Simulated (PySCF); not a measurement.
# Computed records: AlBH$_{3}$O$_{2}$, Al$_{2}$BH$_{4}$, AlB$_{2}$FH$_{3}$

Calculation on a computer-drawn molecule: optimised geometry and harmonic frequencies of an isolated molecule of the commonest isotopes, restricted reference for singlets and unrestricted otherwise, frozen core in MP2. Program: PySCF 2.14.0.

Common to all runs: charge 1; multiplicity 1; basis cc-pV(D+d)Z.

(1) AlBH$_{3}$O$_{2}$

Start structure:
```xyz
7
AlBH3O2
B      0.4922    -0.7051    -1.7859
O     -0.0214    -1.6898    -1.2966
Al    -0.5700    -3.1986    -0.3836
O      0.6220    -3.5077     0.6992
H      0.9794     0.2447    -2.2634
H     -1.9328    -3.7278    -0.8672
H      0.8704    -4.1080     1.3827
```

- method: MP2
- rotational constants: 17.05, 3.511, 2.911 GHz
- total energy: -418.4766 hartree
- convergence status largest gradient component: 5.239e-06 hartree/bohr

Drawn bonds:
```tsv
atom	other atom	order
1	2	1
2	3	1
3	4	1
1	5	1
3	6	1
4	7	1
```

Optimised structure:
```xyz
7
AlBH3O2
B      0.4947    -0.6770    -1.8082
O      0.0048    -1.6801    -1.2871
Al    -0.5649    -3.2247    -0.3579
O      0.6706    -3.5000     0.7258
H      0.9541     0.2826    -2.3131
H     -1.9326    -3.7189    -0.8746
H      0.8131    -4.1744     1.4002
```

Modes:
```tsv
frequency (cm⁻¹)	reduced mass (dalton)
90.66	3.653
142	3.518
252.6	7.511
388.5	1.124
445.2	4.186
468.7	1.276
497.3	1.426
616.6	1.122
777.8	1.362
781.3	1.369
943	5.879
1769	5.281
2127	1.048
2940	1.182
3930	1.069
```

(2) Al$_{2}$BH$_{4}$

Start structure:
```xyz
7
Al2BH4
B      0.8787    -0.7598    -1.7871
Al     0.4860     1.3339    -1.8264
Al    -1.2713     3.2467    -1.4154
H      0.6534    -1.4195    -2.7204
H      1.2372    -1.2516    -0.8473
H      1.2863     2.6522    -2.2220
H     -2.6131     4.0189    -1.0638
```

- method: HF
- rotational constants: 15.59, 2.643, 2.304 GHz
- total energy: -510.5518 hartree
- convergence status largest gradient component: 2.15e-05 hartree/bohr

Drawn bonds:
```tsv
atom	other atom	order
1	2	1
2	3	1
1	4	1
1	5	1
2	6	1
3	7	1
```

Optimised structure:
```xyz
7
Al2BH4
B      0.7390    -0.5933    -1.7671
Al     0.8408     1.5379    -1.9741
Al    -1.4501     2.9073    -1.3425
H      0.3876    -1.2745    -2.6848
H      1.0093    -1.1142    -0.7255
H      1.8714     2.6368    -2.3986
H     -2.7409     3.7208    -0.9899
```

Modes:
```tsv
frequency (cm⁻¹)	reduced mass (dalton)
107.5	3.562
138.5	1.046
273.5	13.13
328	1.054
358.5	1.127
383.6	1.129
550.7	1.675
597.6	1.943
615.7	1.293
897.3	1.34
1218	1.115
2057	1.044
2068	1.045
2701	1.049
2801	1.126
```

(3) Al$_{2}$BH$_{4}$

Start structure:
```xyz
7
Al2BH4
B      0.7390    -0.5933    -1.7671
Al     0.8408     1.5379    -1.9741
Al    -1.4501     2.9073    -1.3425
H      0.3876    -1.2745    -2.6848
H      1.0093    -1.1142    -0.7255
H      1.8714     2.6368    -2.3986
H     -2.7409     3.7208    -0.9899
```

* method: MP2
* rotational constants: 15.11, 2.715, 2.348 GHz
* total energy: -510.7300 hartree
* convergence status largest gradient component: 2.16e-05 hartree/bohr

Drawn bonds:
```tsv
atom	other atom	order
1	2	1
2	3	1
1	4	1
1	5	1
2	6	1
3	7	1
```

Optimised structure:
```xyz
7
Al2BH4
B      0.7246    -0.5736    -1.7641
Al     0.8653     1.5451    -1.9824
Al    -1.4242     2.8802    -1.3491
H      0.3530    -1.2574    -2.6818
H      0.9838    -1.0966    -0.7119
H      1.8881     2.6557    -2.4043
H     -2.7336     3.6675    -0.9888
```

Modes:
```tsv
frequency (cm⁻¹)	reduced mass (dalton)
96.47	3.539
149.2	1.047
278.3	12.73
314.2	1.051
334.1	1.128
357.8	1.127
530.2	1.26
581.7	3.167
587	1.297
864	1.341
1159	1.115
2023	1.045
2025	1.045
2648	1.05
2753	1.126
```

(4) AlB$_{2}$FH$_{3}$

Start structure:
```xyz
7
AlB2FH3
B      1.9376     0.0810    -2.3144
Al     2.2299    -1.2858    -0.8924
B      3.2242    -2.3487     0.7472
F      3.3051    -3.3033     1.6299
H      2.1514    -0.0951    -3.4724
H      1.4920     1.2719    -2.0661
H      1.4709    -2.5524    -0.0399
```

* method: HF
* rotational constants: 13.91, 2.162, 1.901 GHz
* total energy: -392.1966 hartree
* convergence status largest gradient component: 9.777e-06 hartree/bohr

Drawn bonds:
```tsv
atom	other atom	order
1	2	1
2	3	1
3	4	1
1	5	1
1	6	1
2	7	1
```

Optimised structure:
```xyz
7
AlB2FH3
B      2.0548    -0.0032    -2.1250
Al     1.5328    -1.6533    -0.8552
B      3.2469    -2.2372     0.6072
F      4.1403    -2.5624     1.3888
H      2.5768    -0.2040    -3.1795
H      1.8274     1.1145    -1.7731
H      0.4321    -2.6867    -0.4714
```

Modes:
```tsv
frequency (cm⁻¹)	reduced mass (dalton)
96.83	4.425
101.6	1.043
260.6	4.195
288.6	8.258
303.3	7.513
370.8	1.25
554.3	2.611
634.7	1.529
637	1.305
898.6	1.336
1217	1.111
1650	12.84
2093	1.044
2715	1.048
2821	1.127
```
